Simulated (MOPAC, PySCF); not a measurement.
AlF₂I, SMILES `[F][Al]([F])[I]`, neutral singlet in the gas phase. 

Z-matrix (Å, degrees):
```
Al
F 1 1.6387
F 1 1.6387 2 118.37
I 1 2.4400 2 120.81 3 -180.00
```
Charge 0, spin multiplicity 1.

All levels are single points at this geometry (B3LYP-D3(BJ)/def2-TZVP); Pople sets use spherical d functions. Orbital energies aren't observables, and empty levels follow the basis.

```json
[
 {"level": "B3LYP-D3(BJ)/def2-TZVP in PySCF", "HOMO (eV)": "-8.12", "LUMO (eV)": "-1.92", "gap (eV)": "6.19", "dipole (D)": "1.14", "vertical IE, Delta-SCF (eV)": "10.78"},
 {"level": "PBE-D3(BJ)/def2-TZVP in PySCF", "HOMO (eV)": "-7.21", "LUMO (eV)": "-2.47", "gap (eV)": "4.75", "dipole (D)": "1.14", "vertical IE, Delta-SCF (eV)": "10.61"},
 {"level": "B3LYP/6-31G* (LANL2DZ on I) in PySCF", "HOMO (eV)": "-8.07", "LUMO (eV)": "-1.80", "gap (eV)": "6.27", "dipole (D)": "0.29", "vertical IE, Delta-SCF (eV)": "10.81"},
 {"level": "B3LYP/LANL2DZ in PySCF", "HOMO (eV)": "-8.41", "LUMO (eV)": "-2.26", "gap (eV)": "6.15", "dipole (D)": "1.13", "vertical IE, Delta-SCF (eV)": "–"},
 {"level": "M06-2X/6-31G* (LANL2DZ on I) in PySCF", "HOMO (eV)": "-9.29", "LUMO (eV)": "-0.97", "gap (eV)": "8.32", "dipole (D)": "0.32", "vertical IE, Delta-SCF (eV)": "–"},
 {"level": "PM7 in MOPAC", "HOMO (eV)": "-10.36", "LUMO (eV)": "-0.25", "gap (eV)": "10.11", "dipole (D)": "0.17", "vertical IE, Delta-SCF (eV)": "–"}
]
```
